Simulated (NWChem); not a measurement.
System: CH₃AlClFS; SMILES [S]([Al]([Cl])[F])C

Here is an NWChem input.

```
start job
memory heap 200 mb stack 900 mb global 1100 mb
geometry units angstroms noautosym nocenter noautoz
  Al    -0.276948     0.397598    -0.000173
  Cl     0.490334     2.333170     0.001375
  F     -1.923901     0.177542    -0.000701
  S      0.990923    -1.339715    -0.000721
  C     -0.266062    -2.677347    -0.003148
  H     -1.289974    -2.282510     0.000159
  H     -0.113056    -3.297256     0.889944
  H     -0.116570    -3.291235    -0.900962
end
basis spherical
  Al library 6-31+g*
  Cl library 6-31+g*
  F library 6-31+g*
  S library 6-31+g*
  C library 6-31+g*
  H library 6-31+g*
end
dft
  xc b3lyp
  iterations 150
end
property
  response 1 0.0
end
task dft property
```

NWChem printed, in part:

```
             Northwest Computational Chemistry Package (NWChem) 7.3.0
             --------------------------------------------------------

                             Geometry "geometry" -> ""
                             -------------------------

 Output coordinates in angstroms (scale by  1.889725989 to convert to a.u.)

  No.       Tag          Charge          X              Y              Z
 ---- ---------------- ---------- -------------- -------------- --------------
    1 Al                  13.0000    -0.27694800     0.39759800    -0.00017300
    2 Cl                  17.0000     0.49033400     2.33317000     0.00137500
    3 F                    9.0000    -1.92390100     0.17754200    -0.00070100
    4 S                   16.0000     0.99092300    -1.33971500    -0.00072100
    5 C                    6.0000    -0.26606200    -2.67734700    -0.00314800
    6 H                    1.0000    -1.28997400    -2.28251000     0.00015900
    7 H                    1.0000    -0.11305600    -3.29725600     0.88994400
    8 H                    1.0000    -0.11657000    -3.29123500    -0.90096200

 Effective nuclear repulsion energy (a.u.)     327.2713887919

                              NWChem Property Module
                              ----------------------

                                 NWChem DFT Module
                                 -----------------

 Summary of "ao basis" -> "ao basis" (spherical)
 ------------------------------------------------------------------------------
       Tag                 Description            Shells   Functions and Types
 ---------------- ------------------------------  ------  ---------------------
 Al                         6-31+g*                 10       22   5s4p1d
 Cl                         6-31+g*                 10       22   5s4p1d
 F                          6-31+g*                  8       18   4s3p1d
 S                          6-31+g*                 10       22   5s4p1d
 C                          6-31+g*                  8       18   4s3p1d
 H                          6-31+g*                  2        2   2s

            General Information
            -------------------
          SCF calculation type: DFT
          Wavefunction type:  closed shell.
          No. of atoms     :     8
          No. of electrons :    64
           Alpha electrons :    32
            Beta electrons :    32
          Charge           :     0
          Spin multiplicity:     1
          Use of symmetry is: off; symmetry adaption is: off
          Maximum number of iterations: 150
          AO basis - number of functions:   108
                     number of shells:    52
          Convergence on energy requested:  1.00D-06
          Convergence on density requested:  1.00D-05
          Convergence on gradient requested:  5.00D-04

              XC Information
              --------------
                         B3LYP Method XC Potential
                     Hartree-Fock (Exact) Exchange  0.200
                        Slater Exchange Functional  0.800 local
                    Becke 1988 Exchange Functional  0.720 non-local
              Lee-Yang-Parr Correlation Functional  0.810
                  VWN I RPA Correlation Functional  0.190 local

             Grid Information
             ----------------
          Grid used for XC integration:  medium
          Radial quadrature: Mura-Knowles
          Angular quadrature: Lebedev.
          Tag              B.-S. Rad. Rad. Pts. Rad. Cut. Ang. Pts.
          ---              ---------- --------- --------- ---------
          Al                  1.25       88          13.0       590
          Cl                  1.00       88          15.0       590
          F                   0.50       49          12.0       434
          S                   1.00       88          13.0       590
          C                   0.70       49          15.0       434
          H                   0.35       45          15.0       434
          Grid pruning is: on
          Number of quadrature shells:   497
          Spatial weights used:  Erf1

      Superposition of Atomic Density Guess
      -------------------------------------

 Sum of atomic energies:       -1237.30279006

      Non-variational initial energy
      ------------------------------

 Total energy =   -1238.606758
 1-e energy   =   -2363.918475
 2-e energy   =     798.040328
 HOMO         =      -0.310074
 LUMO         =      -0.037595

   convergence    iter        energy       DeltaE   RMS-Dens  Diis-err
 ---------------- ----- ----------------- --------- --------- ---------
 d= 0,ls=0.0,diis     1  -1240.6787147712 -1.57D+03  1.43D-02  7.74D-01
 d= 0,ls=0.0,diis     2  -1240.6041345618  7.46D-02  7.15D-03  1.81D+00
 d= 0,ls=0.0,diis     3  -1240.7638409703 -1.60D-01  2.06D-03  3.52D-02
 d= 0,ls=0.0,diis     4  -1240.7656552195 -1.81D-03  1.07D-03  9.86D-03
 d= 0,ls=0.0,diis     5  -1240.7670950782 -1.44D-03  1.27D-04  1.39D-04
  Resetting Diis
 d= 0,ls=0.0,diis     6  -1240.7671127931 -1.77D-05  5.16D-05  1.35D-05
 d= 0,ls=0.0,diis     7  -1240.7671147141 -1.92D-06  2.48D-05  1.51D-06
 d= 0,ls=0.0,diis     8  -1240.7671145593  1.55D-07  1.38D-05  2.62D-06
 d= 0,ls=0.0,diis     9  -1240.7671149336 -3.74D-07  9.86D-07  1.63D-08

[...]

 DFT Linear Response polarizability / au
 Frequency  =       0.0000000 / au
              X              Y              Z
 -----------------------------------------------
 X      57.0296186      1.4219093      0.0076776
 Y       1.4218921     86.2083378      0.0290418
 Z       0.0076769      0.0290417     48.4878544
 -----------------------------------------------
 Eigenvalues =      56.9604959     86.2774880     48.4878269
 Isotropic   =      63.9086036
 Anisotropic =      34.3462562
 -----------------------------------------------

 Magnetic Dipole Response Matrix (nonzero elements):

 Exiting AOResponse driver routine
```

Level: B3LYP/6-31+G* (spherical d). The geometry was optimised at PBE0/def2-SVP.
